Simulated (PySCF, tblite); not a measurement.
Calculations on `C=C1C[SiH2][CH][S@]1=O` [radical], in the order of a workflow; each names the level of the geometry that it ran on. Settings lines and outputs come from a driver script.

Compound: C4H7OSSi (doublet state).
Atom-mapped SMILES: `[CH2:1]=[C:2]1[CH2:3][SiH2:4][CH:5][S@:6]1=[O:7]` (hydrogens: H8, H9 on C1; H10, H11 on C3; H12, H13 on Si4; H14 on C5)

Step 1: GFN2-xTB geometry optimisation, gas phase (tblite 0.8.0) (from a force-field or distance-geometry start)
```json
{"job": {"kind": "relax", "xc": "GFN2-xTB", "basis": "xTB"}, "charge": 0, "multiplicity": 2}
```
```
step      E/eV     max force
  0    -572.27428    2.504
  1    -572.39831    1.420
  2    -572.44206    0.637
...
 78    -572.68145    0.020
 79    -572.68151    0.020
 80    -572.68157    0.017
 81    -572.68159    0.012
 82    -572.68161    0.007
```

Energy lowered by 9.4 kcal/mol over 82 steps; largest atomic force 0.007 eV/Å at the end. «max force» is the largest atomic force in eV/Å.

Step 2: GFN2-xTB harmonic vibrations, gas phase (tblite 0.8.0) (on the GFN2-xTB geometry)
```json
{"job": {"kind": "ir", "xc": "GFN2-xTB", "basis": "xTB"}, "charge": 0, "multiplicity": 2}
```
```
(table of modes left out)
```

36 modes from 92 to 3115 cm⁻¹ (unscaled, harmonic); zero-point energy 58.8 kcal/mol; all wavenumbers are real at this level.

Step 3: UKS B3LYP, pcH-1 on C H O S Si, non-relativistic, mean-field spin-orbit, GIAO (PySCF 2.14.0) (on the GFN2-xTB geometry)
```json
{"job": {"kind": "epr", "basis": "pcH-1"}, "charge": 0, "multiplicity": 2}
```
```
...
E = -919.44728163 Eh   <S^2> = 0.7565 (exact 0.7500)
g shifts (ppm)      1          2          3
  rmc          -157       -157       -157
  gc              5         39         48
  oz_so        -455        332       3691
  total        -607        214       3581
hyperfine (MHz)  atom isotope    a_iso     a_fc   dipolar eigenvalues
    0   13C      -3.09      -3.10     -2.74      0.50      2.24
    1   13C      47.01      47.03     -6.96     -4.15     11.11
    2   13C      -1.07      -1.07     -0.83     -0.56      1.38
    3  29Si      35.36      35.42     -2.88      0.48      2.40
    4   13C      76.88      76.72    -65.70    -64.58    130.28
    5   33S      62.94      63.07    -12.25    -10.29     22.53
    6   17O      -5.74      -5.63    -25.95     12.27     13.68
    7    1H       3.85       3.85     -1.69     -1.42      3.11
    8    1H       7.59       7.59     -1.15     -0.64      1.79
    9    1H      -0.05      -0.05     -1.91     -1.38      3.29
   10    1H       8.76       8.76     -1.43     -1.11      2.54
   11    1H      55.65      55.65     -3.03     -1.70      4.73
   12    1H      41.67      41.67     -2.64     -1.65      4.29
   13    1H     -46.88     -46.95    -30.84     -1.15     31.99
```

⟨S²⟩ 0.757; g_iso 2.0034. rmc, gc and oz_so are the mass-correction, gauge-correction and orbital-Zeeman/spin–orbit parts of the g shift along its three principal axes; a_iso is the isotropic hyperfine coupling and a_fc its Fermi-contact part. The log counts atoms from 0, this text from 1.

Question: Which step took the most CPU time, and about what did each take on one thread, Arm Neoverse V2 (aarch64), shared host?

Answer: Step 3, about 99 % of the total. CPU time by step: 1: 0.51 s, 2: 0.44 s, 3: 94 s.

Geometry of the electronic-property runs (GFN2-xTB):
```
atom  x, y, z in Å
C1     2.049    0.157    0.633
C2     0.948    0.072   -0.082
C3     0.200   -1.095   -0.595
Si4   -1.638   -0.800   -0.123
C5    -1.454    1.023    0.106
S6     0.059    1.620   -0.520
O7     0.572    2.732    0.281
H8     2.426    1.119    0.938
H9     2.606   -0.711    0.945
H10    0.297   -1.131   -1.681
H11    0.614   -2.020   -0.199
H12   -1.959   -1.477    1.137
H13   -2.518   -1.249   -1.208
H14   -2.204    1.760    0.331
```

 (This holds for the electronic-property runs.)

One conformer stands for the species.
